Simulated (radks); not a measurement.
All-electron atom: neutral caesium in [Xe] 6s1 (the NIST ground configuration).

Method: Dirac Kohn-Sham, PBE, spin-unpolarised, spherical densities, finite nucleus; Fermi nuclear charge, rms radius 4.8041 fm; computed with a radial shooting solver on a logarithmic mesh with Libxc functionals.

Energy parts (hartree):
| part | energy |
|---|---|
| total | -7789.9785 |
| kinetic | 8295.0636 |
| electron-nucleus | -18942.1976 |
| Hartree | 3049.8248 |
| exchange-correlation | -192.6694 |

Orbitals (lengths in bohr, moments of r in powers of bohr; r(90%) holds 90 % of the orbital's charge):
orbital,occ.,eigenvalue (hartree),<r>,r(90%),small-component weight
1s1/2,2,-1314.468,0.02611,0.0470,4.12e-02
2s1/2,2,-206.1137,0.1117,0.173,8.86e-03
2p1/2,2,-193.9104,0.09403,0.154,8.90e-03
2p3/2,4,-180.9648,0.09992,0.162,8.41e-03
3s1/2,2,-42.85068,0.2987,0.439,2.66e-03
3p1/2,2,-37.75205,0.2887,0.434,2.60e-03
3p3/2,4,-35.27120,0.3005,0.451,2.47e-03
3d3/2,4,-26.31152,0.2714,0.426,2.35e-03
3d5/2,6,-25.78485,0.2751,0.431,2.31e-03
4s1/2,2,-8.08583,0.6948,1.000,7.88e-04
4p1/2,2,-6.25607,0.7207,1.05,7.24e-04
4p3/2,4,-5.75011,0.7481,1.09,6.83e-04
4d3/2,4,-2.77517,0.8307,1.26,5.41e-04
4d5/2,6,-2.69122,0.8411,1.27,5.30e-04
5s1/2,2,-0.98103,1.742,2.52,1.53e-04
5p1/2,2,-0.53809,2.022,2.99,1.13e-04
5p3/2,4,-0.47822,2.119,3.14,1.03e-04
6s1/2,1,-0.07666,5.690,8.48,1.32e-05

The highest occupied level is 6s1/2 at -2.086 eV. For comparison, the ionisation energy in NIST's Atomic Spectra Database is 3.894 eV (measured). In exact Kohn-Sham theory the highest level is minus the ionisation energy, but local and semilocal functionals leave it too shallow, through self-interaction and a potential that decays too fast; potentials with the right tail come closer. The electron density at the nucleus is 2.962e+05 e/bohr^3. The density falls to 0.001 e/bohr^3 at r = 4.72 bohr. Summed over all electrons, <r^2> = 88.47 bohr^2, which gives a Langevin (diamagnetic) susceptibility term of -70.1 x 10^-6 cm^3/mol.

Beside tabulated values, note that spin-unpolarised runs miss the spin-polarisation part of the exchange energy of open shells.
